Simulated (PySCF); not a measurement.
H₉NOSi₃.
Bonds: N1–Si2, Si2–Si3, Si3–O4, O4–Si5. Hydrogens: H6, H7 on N1; H8, H9 on Si2; H10, H11 on Si3; H12, H13, H14 on Si5.

Theory: PBE0-D3(BJ)/def2-SVP geometry optimisation, gas phase in PySCF.

(1) Give the optimised bond lengths and angles.

Results:

(1) 
| bond | length (Å) | order |
| --- | --- | --- |
| N1–Si2 | 1.739 | single |
| Si2–Si3 | 2.344 | single |
| Si3–O4 | 1.667 | single |
| O4–Si5 | 1.656 | single |
| N1–H6, N1–H7 | 1.015 | single |
| Si2–H8 | 1.496 | single |
| Si2–H9 | 1.505 | single |
| Si3–H10, Si3–H11 | 1.500 | single |
| Si5–H12, Si5–H13, Si5–H14 | 1.493 | single |

Bonds in one row agree within 0.01 Å and their mean is given. Orders are formal, as drawn. A selection of angles:
| angle | degrees |
| --- | --- |
| Si2–N1–H6 | 119.2 |
| H6–N1–H7 | 110.1 |
| N1–Si2–Si3 | 106.5 |
| N1–Si2–H8 | 107.6 |
| N1–Si2–H9 | 116.5 |
| Si3–Si2–H8 | 110.2 |
| H8–Si2–H9 | 106.7 |
| Si2–Si3–O4 | 109.2 |
| Si2–Si3–H10 | 110.8 |
| Si2–Si3–H11 | 110.4 |
| O4–Si3–H10 | 109.4 |
| H10–Si3–H11 | 107.1 |
| Si3–O4–Si5 | 143.8 |
| O4–Si5–H12 | 110.4 |
| O4–Si5–H13 | 110.7 |
| O4–Si5–H14 | 108.3 |
| H12–Si5–H13 | 108.7 |

Dihedral angles: N1–Si2–Si3–O4 169° (antiperiplanar); Si2–Si3–O4–Si5 155° (antiperiplanar). The mirror-image conformer, all signs reversed, is as good.

Si2 (SiH2 silicon) is distorted tetrahedral (angles from 106.5° to 116.5°). Si3 (oxygen-bound silicon) is tetrahedral (angles from 107.1° to 110.8°). Si5 (oxygen-bound silicon) is tetrahedral (angles from 108.3° to 110.7°). N1 (silicon-bound nitrogen) has angles 119.2°, 118.8° and 110.1°, sum 348.1°, 0.24 Å off the plane of its three neighbours.

Point group: C1 (no symmetry element, even within 0.4 Å). No PBE0-D3(BJ)/def2-SVP frequencies stand behind this structure, so it isn't proved a minimum. The numbers are those of one conformer (H–N1–Si2–Si3 167° and -54°, N1–Si2–Si3–O4 169°, Si2–Si3–O4–Si5 155°).
